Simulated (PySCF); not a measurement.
# Working out the excitation energy of Al

Al [Ne] 3s2 3p1 (2P) → Al [Ne] 3s1 3p1 4s1 (4P). Computed with PySCF 2.14 in aug-cc-pV(T+d)Z, with the non-relativistic Hamiltonian (point nucleus). Frozen: [Ne]. Energies in hartree (1 hartree = 27.21139 eV):

```
             part   Al (lower)   Al (upper)
              UHF  -241.879216  -241.643521
MP2 opposite-spin    -0.033537     0.000000
    MP2 same-spin    -0.002580    -0.006272
```

Q: What does Hartree-Fock give?

A: (-241.643521) − (-241.879216) = 0.235695 hartree = 6.414 eV.

Q: What do MP2 and SCS-MP2 (6/5 opposite-spin, 1/3 same-spin) give?

A: The opposite-spin parts differ by 0.913 eV and the same-spin parts by -0.100 eV. MP2: 6.414 + (0.913) + (-0.100) = 7.227 eV. SCS-MP2: 6.414 + 1.2 × (0.913) + (-0.100)/3 = 7.476 eV.

The upper state lies above the first ionisation limit, but in LS coupling its spin forbids autoionisation to the ground ion. A Rydberg-like electron needs more diffuse functions than a valence basis has.
